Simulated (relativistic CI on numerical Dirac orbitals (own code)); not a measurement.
**Crystal-field levels of Re⁴⁺, 5d3**

Calculated by Dirac-Coulomb-Breit CI, separate exchange-only KLI orbitals for each configuration, QED by a radiative potential, valence Slater integrals scaled by 0.7, one configuration in a parametric crystal field (own radial code).

Field parameters in Wybourne normalisation: Oh B⁴₀ = 21Dq, B⁴₄ = √(5/14) B⁴₀. The field is a parameter set, without covalency.

S is read from ⟨S²⟩ = S(S + 1).

Levels (cm⁻¹, degeneracy): 0 (4), 11250 (4), 12510 (4), 13245 (2), 20969 (2), 22320 (4), 41982 (2), 42660 (4), 43406 (4), 44187 (2), 48431 (2), 50001 (4).

(1) Which field gives this pattern?
A. Oh, 10Dq = 35700 cm⁻¹
B. Oh, 10Dq = 8500 cm⁻¹
C. Oh, 10Dq = 42500 cm⁻¹
D. Oh, 10Dq = 15300 cm⁻¹

Results:

(1) C. Oh, 10Dq = 42500 cm⁻¹, ground level with S = 1.46.
